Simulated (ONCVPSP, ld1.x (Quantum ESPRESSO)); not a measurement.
**Potentials for zinc compared**

Generated with ld1.x 7.5 (TM, RRKJ, ultrasoft, PAW), atompaw 4.2 or ONCVPSP 4.0.1. The cutoff is in Ry: for ld1.x and atompaw files where the sum of valence levels is converged to 10 mRy in a Bessel basis, for ONCV files where the hardest occupied wave has 1 mHa per electron of residual kinetic energy. The error is the largest all-electron minus pseudo excitation energy over each file’s own four to seven test configurations (ionisations up to +4, promotions, holes and added fractions of an electron), all of which were solved. The labels leave out finer settings (local radius, basis sizes, second energies), which also bear on the numbers. Spin-polarised tests are not counted. The rows are a selection from randomly drawn settings: files with unsolved tests, undetermined cutoffs or missed reference levels are left out.

A true bound ghost makes a file unfit for plane-wave use even where its test errors are small: the radial tests pick states by their node count and pass the ghost by.

```csv
potential,cutoff (Ry),largest error (meV),bound ghosts
"ONCV, PBE, scalar-relativistic, rc 1.05/1.15/0.95/1.05 (spdf), local smoothed, core correction no, reference 3s2 3p6 3d10 4s1.5, qcut 11.3/10/15.8/9.5, projectors 2/2/1/2",218,-36,none
"ONCV, LDA (Perdew-Zunger), fully relativistic, rc 1.10/1.10/1.00 (spd), local smoothed, core correction yes, reference 3s2 3p6 3d10 4s2, qcut 11.7/11.5/18.7, projectors 3/2/2",233,+24,none
"ONCV, LDA (Perdew-Wang 92), scalar-relativistic, rc 1.00/0.90/0.75 (spd), local d, core correction no, reference 3s2 3p6 3d10 4s1.5, qcut 13.7/19.3/16.9, projectors 2/2/0",266,-25,none
"ONCV, LDA (Perdew-Wang 92), fully relativistic, rc 0.70/1.10/1.35 (spd), local smoothed, core correction no, reference 3s2 3p6 3d10, qcut 11.4/11.2/10.6, projectors 2/2/3",385,-195,none
"ONCV, PBEsol, scalar-relativistic, rc 1.75/1.00/1.15 (spd), local smoothed, core correction yes, reference 3p6 3d10 4s1.75, qcut 3.4/17.2/14.1, projectors 2/2/2",152,-35,s
"TM, PBE, non-relativistic, rc 2.05/1.00/0.95 (spd), local d, core correction no, reference 3p6 3d10 4s1 4p0",260,-97,s
"ONCV, PBEsol, fully relativistic, rc 1.20/0.90/1.20/0.95 (spdf), local smoothed, core correction no, reference 3s2 3p6 3d10 4s2, qcut 12.8/14.4/15.4/13.2, projectors 2/3/2/2",164,+85,none
```

Fill in the row for Zn: ONCV, PBE, scalar-relativistic, rc 1.25/1.15/1.50 (spd), local p, core correction yes, reference 3s2 3p6 3d10 4s1, qcut 9.6/11.9/12.2, projectors 2/0/1.

cutoff 107 Ry, largest error -14 meV, bound ghosts: none.

Fill in the row for Zn: ONCV, Wu-Cohen, scalar-relativistic, rc 1.30/1.00/1.10 (spd), local smoothed, core correction no, reference 3s2 3p6 3d10 4s2, qcut 8.6/15.6/12.4, projectors 2/2/1.

cutoff 139 Ry, largest error -109 meV, bound ghosts: none.
